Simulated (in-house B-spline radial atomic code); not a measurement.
Configurations of Yb⁵⁺, with energies counted from [Kr] 4d10 4f12 5s2 5p5. Method: scalar-relativistic (X2C) wB97X, spin-polarised, spherical fractional occupations, exact exchange averaged over the configuration, Fermi nucleus of rms radius 5.3108 fm. Calculated with an all-electron radial atomic-structure program (B-spline basis). Shells without spins written out take the highest spin.

Occupations are held fixed; configurations that lie above the ionisation limit could autoionise.

| configuration | E - E(ref) (eV) | highest orbital | its <r> (bohr) |
| --- | --- | --- | --- |
| [Kr] 4d10 4f11 5s2 5p5 5d1 | 22.968 | 5d up | 1.645 |
| [Kr] 4d10 4f11 5s2 5p5 6s1 | 32.867 | 6s up | 2.422 |
| [Kr] 4d10 4f11 5s2 5p5 6p1 | 41.921 | 6p up | 2.78 |
| [Kr] 4d9 4f12 5s2 5p5 5d1 | 202.62 | 5d up | 1.642 |
| [Kr] 4d9 4f12 5s2 5p5 6f1 | 243.97 | 6f up | 4.959 |

Problem. Order these further configurations by energy, lowest first.
A. [Kr] 4d10 4f13 5s2 5p4
B. [Kr] 4d9 4f12 5s2 5p5 6s1
C. [Kr] 4d9 4f12 5s2 5p6
D. [Kr] 4d10 4f11 5s2 5p5 5f1
E. [Kr] 4d10 4f12 5s2 5p4 6p1

Solution. A (16.952 eV), D (53.345 eV), E (53.735 eV), C (165.42 eV), B (212.55 eV).

Problem. How far above the reference does [Kr] 4d10 4f12 5s2 5p4 6s1 lie?

Solution. 44.788 eV; its least bound orbital is 6s up with <r> = 2.441 bohr.
